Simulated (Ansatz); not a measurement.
trichloroethylene (C2HCl3), singlet, geometry from GFN2-xTB, atoms displaced at random by about 0.05 Å a coordinate. Base run: PBE/pcseg-1 run with Ansatz (a program for electronic structure).

The Ansatz input:
Ansatz 0.2 input:
```yaml
crystal:
  periodic: [false, false, false]
  atoms:
    - {symbol: Cl, position_ang: [2.26262814, 0.65904696, -0.00875349]}
    - {symbol: C, position_ang: [0.93416253, -0.61713944, -0.02193631]}
    - {symbol: C, position_ang: [-0.25523902, -0.26063444, 0.02424361]}
    - {symbol: Cl, position_ang: [-0.90340860, 1.31520503, 0.04408142]}
    - {symbol: Cl, position_ang: [-1.48740248, -1.53569857, -0.02125704]}
    - {symbol: H, position_ang: [1.34244186, -1.55444266, -0.04023310]}
basis:
  gaussian:
    orbitals: pcseg-1.json
hamiltonian:
  xc: pbe
relax: {}
```
The basis file holds pcseg-1 in the JSON format of the Basis Set Exchange.

Variants of this job, named by their change:

```
change                          ΔE vs base (kJ/mol)  optimiser steps  core-seconds (rough)
------------------------------  -------------------  ---------------  --------------------
base                                           0.00                7                    10
relax = max_displacement: 0.02                 0.00                9                    20
relax = f_tol: 0.1                             0.00                6                    10
relax = f_tol: 0.002                           0.00                8                    20
relax = escape_saddle: false                   0.00                7                    10
relax = f_tol: 0.0005                          0.00               10                    20
relax = max_displacement: 0.5                  0.00                7                    10
```
